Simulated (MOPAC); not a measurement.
Input for MOPAC: PM7 on ClH3Si (SMILES [SiH3]Cl).

```
PM7 1SCF PRECISE CHARGE=0 THREADS=1
ClH3Si

Si     0.13680163 1     1.01731671 1     4.02224393 1
Cl     0.02365325 1    -1.00042263 1     3.58067624 1
H     -0.86006009 1     1.73101023 1     3.20238524 1
H      1.49957414 1     1.48765573 1     3.71076868 1
H     -0.15494292 1     1.18848853 1     5.45893381 1
```

Output:

```
*******************************************************************************
 **                                                                           **
 **                              MOPAC v23.2.5                                **
 **                                                                           **
 *******************************************************************************
 ** MOPAC's Digital Object Identifier: https://doi.org/10.5281/zenodo.6511958 **
 **                                                                           **
 ** Please cite the open-source release paper for use of this MOPAC version:  **
 ** J. E. Moussa and J. J. P. Stewart (2026)                                  **
 ** MOPAC: An open-source semiempirical molecular orbital program             **
 ** J. Open Source Softw., 11(119), 8025, https://doi.org/10.21105/joss.08025 **
 *******************************************************************************

                              PM7 CALCULATION RESULTS

 *******************************************************************************
 *  PM7        - The PM7 Hamiltonian to be used
 *
 *
 *
 *                 CHARGE ON SYSTEM = 0
 *
 *
 *
 *  PRECISE    - TIGHTER CRITERIA TO BE USED
 *  1SCF       - DO 1 SCF AND THEN STOP
 *  THREADS=1  - MULTI-THREADING NOT USED
 *  T=         - A TIME OF 172800.0 SECONDS REQUESTED
 *  DUMP=N     - RESTART FILE WRITTEN EVERY 7200.0 SECONDS REQUESTED
 *******************************************************************************
PM7 1SCF PRECISE CHARGE=0 THREADS=1
 ClH3Si

   ATOM   CHEMICAL          X               Y               Z
  NUMBER   SYMBOL      (ANGSTROMS)     (ANGSTROMS)     (ANGSTROMS)

     1      Si          0.13680163  *   1.01731671  *   4.02224393  *
     2      Cl          0.02365325  *  -1.00042263  *   3.58067624  *
     3       H         -0.86006009  *   1.73101023  *   3.20238524  *
     4       H          1.49957414  *   1.48765573  *   3.71076868  *
     5       H         -0.15494292  *   1.18848853  *   5.45893381  *



          CARTESIAN COORDINATES

    NO.       ATOM           X           Y           Z

     1        Si          0.1368      1.0173      4.0222
     2        Cl          0.0237     -1.0004      3.5807
     3         H         -0.8601      1.7310      3.2024
     4         H          1.4996      1.4877      3.7108
     5         H         -0.1549      1.1885      5.4589

 General Reference for PM7:
 "Optimization of Parameters for Semiempirical Methods VI: More Modifications to the
 NDDO Approximations and Re-optimization of Parameters", J. J. P. Stewart, J. Mol. Mod., 1:32, 19 (2013)
 https://link.springer.com/article/10.1007/s00894-012-1667-x

           Empirical Formula: H3 Si Cl  =     5 atoms



      MOLECULAR POINT GROUP   :   C3v


      RHF CALCULATION, NO. OF DOUBLY OCCUPIED LEVELS = 7


 -------------------------------------------------------------------------------
 PM7 1SCF PRECISE CHARGE=0 THREADS=1
 ClH3Si



     1SCF WAS SPECIFIED, SO BFGS WAS NOT USED
     SCF FIELD WAS ACHIEVED


                              PM7 CALCULATION
                                                       MOPAC v23.2.5 Linux




          FINAL HEAT OF FORMATION =        -28.67675 KCAL/MOL =    -119.98354 KJ/MOL


          COSMO AREA              =         97.68 SQUARE ANGSTROMS
          COSMO VOLUME            =         84.80 CUBIC ANGSTROMS

          IONIZATION POTENTIAL    =         11.520950 EV
          HOMO LUMO ENERGIES (EV) =        -11.521 -0.401
          NO. OF FILLED LEVELS    =          7
          MOLECULAR WEIGHT        =         66.5622         POINT GROUP:  C3v

          MOLECULAR DIMENSIONS (Angstroms)

            Atom       Atom       Distance
            H     4   Cl     2     2.89582
            H     3    H     5     2.42559
           Cl     2    H     5     1.83708


          SCF CALCULATIONS        =          1





   ATOM   CHEMICAL          X               Y               Z
  NUMBER   SYMBOL      (ANGSTROMS)     (ANGSTROMS)     (ANGSTROMS)

     1      Si          0.13680163  *   1.01731671  *   4.02224393  *
     2      Cl          0.02365325  *  -1.00042263  *   3.58067624  *
     3       H         -0.86006009  *   1.73101023  *   3.20238524  *
     4       H          1.49957414  *   1.48765573  *   3.71076868  *
     5       H         -0.15494292  *   1.18848853  *   5.45893381  *

                             CARTESIAN COORDINATES

   1   Si        0.136801630     1.017316710     4.022243930
   2   Cl        0.023653250    -1.000422630     3.580676240
   3    H       -0.860060090     1.731010230     3.202385240
   4    H        1.499574140     1.487655730     3.710768680
   5    H       -0.154942920     1.188488530     5.458933810


           Empirical Formula: H3 Si Cl  =     5 atoms



      MOLECULAR POINT GROUP   :   C3v


                  EIGENVALUES
 -25.97484 -18.49780 -13.67114 -13.66701 -13.24227 -11.52414 -11.52095  -0.40093
   1.77844   1.78528   6.44267  20.14911  20.15190  20.63676  20.88477  20.88665
  70.73501  70.87005  70.87018  71.36370  71.36372


              NET ATOMIC CHARGES AND DIPOLE CONTRIBUTIONS

  ATOM NO.   TYPE          CHARGE      No. of ELECS.   s-Pop       p-Pop       d-Pop
    1         Si           0.147468        3.8525     0.94496     2.77823     0.12935
    2         Cl          -0.291666        7.2917     1.98332     5.30642     0.00192
    3          H           0.047981        0.9520     0.95202
    4          H           0.047986        0.9520     0.95201
    5          H           0.048232        0.9518     0.95177
 DIPOLE           X         Y         Z       TOTAL
 POINT-CHG.     0.175     3.139     0.691     3.219
 HYBRID        -0.037    -0.690    -0.160     0.710
 SUM            0.138     2.449     0.531     2.510


          ATOMIC ORBITAL ELECTRON POPULATIONS

     Atom    s        px        py        pz      x^2-y^2     xz        z^2       yz        xy
    1 Si   0.94496   1.05896   0.67788   1.04139   0.02226   0.01393   0.03043   0.02666   0.03608
    2 Cl   1.98332   1.96235   1.40634   1.93773   0.00091   0.00001   0.00032   0.00040   0.00030
    3  H   0.95202
    4  H   0.95201
    5  H   0.95177

 **********************
 *                    *
 * JOB ENDED NORMALLY *
 *                    *
 **********************




 == MOPAC DONE ==
```

The run finished.

Cost: very roughly 0.04 core-seconds.
